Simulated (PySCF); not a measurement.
Here is a computed PBE0-D3(BJ)/def2-SVP geometry (Å):
```
atom  x, y, z in Å
C1    -2.0450    0.0701    0.5124
C2    -0.7174    0.6257   -0.0125
Si3    0.0507   -0.2892   -1.5156
C4     1.1413   -1.2757   -0.2740
F5     2.3961   -1.7130   -0.5865
Si6    0.8335    0.1360    0.9719
C7     2.1407    1.4374    0.7481
N8     2.9412    2.2626    0.5937
H9    -2.8634    0.2522   -0.2015
H10   -2.0101   -1.0183    0.6839
H11   -2.3310    0.5373    1.4680
H12   -0.7805    1.7140   -0.1696
H13    0.8718    0.6181   -2.3658
H14   -0.8989   -1.0862   -2.3506
H15    0.5233   -2.1315    0.0730
H16    0.7271   -0.1449    2.4325
```

Neutral, closed shell.

Read off the bonds between heavy atoms and their formal orders.

C1–C2 1.53 Å (single); C2–Si3 1.92 Å (single); Si3–C4 1.92 Å (single); C4–F5 1.37 Å (single); C4–Si6 1.91 Å (single); Si6–C7 1.86 Å (single); C7–N8 1.16 Å (triple); C2–Si6 1.90 Å (single). Bonds to hydrogen (Å): C1–H9 1.10; C1–H10 1.10; C1–H11 1.10; C2–H12 1.10; Si3–H13 1.49; Si3–H14 1.49; C4–H15 1.11; Si6–H16 1.49.

Which species is it?

`C[C@@H]1[SiH2][C@@H](F)[Si@H]1C#N`, C4H8FNSi2. Among its features: cyano group on a heteroatom, C–F bond, Si–H bond and C–Si bond.

Name the point group.

C1 (no symmetry element, even within 0.4 Å).

Which rings does it hold (smallest set)?

C2–Si3–C4–Si6 (4 members, 0.18 Å rms from planarity).

Describe the place of each heavy atom.

C1: methyl carbon; C2: sp3 carbon bound to silicon; Si3: SiH2 silicon; C4: sp3 C–F carbon; F5: alkyl fluorine; Si6: SiH silicon; C7: cyano carbon; N8: cyano nitrogen.

What is the arrangement about C4?

It has 4 neighbours (Si3, F5, Si6, H15) and has angles from 87.2° to 122.5°.

What is the arrangement about C7?

It has 2 neighbours (Si6, N8) and is linear (angle 178.8°).
